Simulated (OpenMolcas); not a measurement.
## Mn4+ in a point-charge field

Mn4+ among 6 point charges of -2.2 e arranged as a tetragonal octahedron (D4h), 1.69 Å from the ion, with the axial distance 1.707 Å.
```
   1.6900    0.0000    0.0000  -2.20
   0.0000    1.6900    0.0000  -2.20
  -1.6900    0.0000    0.0000  -2.20
   0.0000   -1.6900    0.0000  -2.20
   0.0000    0.0000    1.7069  -2.20
   0.0000    0.0000   -1.7069  -2.20
```

* Program: OpenMolcas
* Method: CASSCF
* Basis: ANO-RCC-VDZP [5s4p2d1f]
* Scalar Hamiltonian: DKH2, point nucleus
* Active space: 3 electrons in 5 orbitals (3d)
* State averaging: 2S+1 = 4 even, 10 roots; 2S+1 = 2 even, 40 roots
* Spin-orbit coupling: state interaction with AMFI integrals over the reference wave functions

The lowest spin-free states (labels of D4, the rotations of D4h), above the lowest:

```tsv
State	Degeneracy	E (cm-1)	Free-ion L (%)
4B1	1	0.0	F (100)
4E	2	6103	F (100)
4B2	1	6231	F (100)
4A2	1	10752	F (97)
4E	2	10792	F (98)
2A1	1	22811	G (77)
2B1	1	22872	G (77)
2E	2	23758	G (70)
2A2	1	23794	G (69)
2A1	1	26271	G (100)
4A2	1	27501	P (97)
2E	2	27843	G (85)
2B2	1	27862	G (83)
4E	2	27888	P (98)
2B2	1	31166	H (73)
2E	2	31177	H (69)
2A2	1	31573	H (55)
2E	2	31715	H (54)
2B1	1	33812	H (56)
2A1	1	34056	H (55)
```

The lowest levels with spin-orbit coupling:

```tsv
E (cm-1)	Degeneracy	Label	2S+1	g
0.0	2	E3/2	4	1.81 3.62 3.62
0.6	2	E1/2	4	0.00 0.00 5.44
5986	2	E3/2	4	1.93 1.93 3.56
6095	2	E3/2	4	0.28 2.44 2.44
6133	2	E1/2	4	1.65 1.65 2.09
6227	2	E1/2	4	1.46 1.46 4.76
6256	2	E3/2	4	1.81 3.65 3.65
6321	2	E1/2	4	0.63 0.63 5.63
10527	2	E3/2	4	0.24 0.24 1.86
10560	2	E1/2	4	0.38 2.15 2.15
10622	2	E3/2	4	0.16 0.16 3.64
11065	2	E1/2	4	1.78 2.33 2.33
11069	2	E3/2	4	0.55 0.55 3.23
11343	2	E1/2	4	4.23 4.61 4.61
22803	2	E1/2	2	0.20 1.16 1.16
22861	2	E3/2	2	0.08 0.08 1.71
23756	2	E3/2	2	1.70 1.70 3.27
23795	2	E1/2	2	1.54 1.54 3.06
23919	2	E1/2	2	0.56 0.58 0.58
26420	2	E1/2	2	2.94 2.94 3.00
```

Powder χT (cm3 K/mol): 1.53 at 2 K, 1.54 at 10 K, 1.55 at 50 K, 1.57 at 100 K, 1.61 at 200 K, 1.64 at 300 K. The effective moment at 300 K is 2.828 √(χT) = 3.62 μB.

The lowest level has 2S+1 = 4, for which the spin-only value is χT = S(S+1) / 2 = 1.875 cm3 K/mol (g = 2). The computed 1.639 at 300 K differs by -0.236, through orbital momentum, spin-orbit coupling and any other state in reach.

Without dynamic correlation the repulsion within the d shell is too large (B by tens of per cent), so at a given field states of lower spin stand too high. This is an electrostatic model: the charges have no orbitals. No measured value stands beside these numbers.

The RASSCF and RASSI steps took 9.5 s on 1 thread of Arm Neoverse V1 (shared host); the integral step is not counted.
